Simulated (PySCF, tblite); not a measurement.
Isomers of H6N3Si2 (doublet state), one GFN2-xTB conformer each. Single-point energies are computed at B3LYP/pcH-1 (PySCF, gas phase, no added dispersion term), electronic only. GFN2-xTB treats the open shell by occupation alone, and not every SCF solution was tested for stability.

```csv
SMILES,GFN2-xTB relative energy (kJ/mol)
[NH][SiH]1N[SiH2]N1,45.6
N[SiH]1N[SiH]N1,0.0
```

Conformers: `[NH:1][SiH:2]1[NH:3][SiH2:4][NH:5]1` (doublet state) with H–N1–Si2–N3 -47°, N1–Si2–N3–Si4 108°, Si2–N3–Si4–N5 8°, N3–Si4–N5–Si2 -8°, N1–Si2–N5–Si4 -109°; `[NH2:1][SiH:2]1[NH:3][SiH:4][NH:5]1` (doublet state) with H–N1–Si2–N3 49° and -87°.

Question: What does B3LYP/pcH-1 give for the same structures?

Answer: 
```
             SMILES  B3LYP/pcH-1 E (Eh)  B3LYP/pcH-1 (kJ/mol)  GFN2-xTB (kJ/mol)  point group
    N[SiH]1N[SiH]N1          -746.95864                   0.0                0.0            –
[NH][SiH]1N[SiH2]N1          -746.90966                 128.6               45.6           Cs
```

Both levels put the same isomer lowest. 

Question: What happens when harmonic zero-point energies from GFN2-xTB frequencies are added?

Answer: 
```
             SMILES  ZPE (kJ/mol)  electronic (kJ/mol)  with ZPE (kJ/mol)
    N[SiH]1N[SiH]N1         189.9                  0.0                0.0
[NH][SiH]1N[SiH2]N1         178.2                128.6              117.0
```

The zero-point energies span 11.7 kJ/mol. The order is unchanged.
